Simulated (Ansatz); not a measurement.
Consider the substitution at a C–Al bond: `F[CH]([SiH3])[AlH][SH]` + `NC=O` → `O=CNC(F)[SiH3]` + `[AlH2][SH]`.

Isolated molecules relaxed with PBE0-D4/def2-TZVP in Ansatz; ΔE leaves out vibrations. CCSD(T)/CBS is the MP2 limit (def2-TZVPP, def2-QZVPP) plus CCSD(T) − MP2 in def2-TZVPP, frozen cores. This one scheme is used for every species. DFT in def2-TZVPP. One conformer a species, not always the lowest.

Is it downhill or uphill in electronic energy at CCSD(T)/CBS, and by how much? (Best estimate.)

Computed: Uphill: ΔE = +7.8 kcal/mol.

What do these levels give: PBE0-D4, ωB97X-V, PBE, HF/def2-TZVPP, SCS-MP2/def2-TZVPP, CCSD/CBS(def2)? (Estimate.)

Computed: PBE0-D4 8.0, ωB97X-V 6.6, PBE 8.4, HF/def2-TZVPP 4.9, SCS-MP2/def2-TZVPP 6.6, CCSD/CBS(def2) 7.7 kcal/mol.

Largest T1 diagnostic among the species: 0.016.

In def2-TZVPP, CCSD(T) changes the Hartree–Fock value by +1.9 kcal/mol (the triples alone add +0.1 kcal/mol) and MP2 by +2.4 kcal/mol.
